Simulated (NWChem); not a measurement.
Relativistic effects in Sn

```xyz
1

Sn     0.0000     0.0000     0.0000
```
Charge 0, spin multiplicity 3.

Program: NWChem.

Functional B3LYP, all-electron basis x2c-SVPall-2c, contracted for the X2C Hamiltonian and used here with ZORA. The ion keeps the geometry and has multiplicity 2 in the scalar run; the spin-orbit run starts from the same electron counts.

Relative cost: rough, from shared machines, SCF included, scalar ZORA = 1.

B3LYP has NWChem's definition, with VWN1-RPA local correlation. The stability of the SCF solutions was not checked.

| Hamiltonian | ΔSCF ionisation energy (eV) | relative cost |
|---|---|---|
| scalar ZORA | 7.30 | 1 |
| spin-orbit ZORA | 7.21 | under 3 |

From scalar ZORA to spin-orbit ZORA the ionisation energy drops by 0.08 eV.
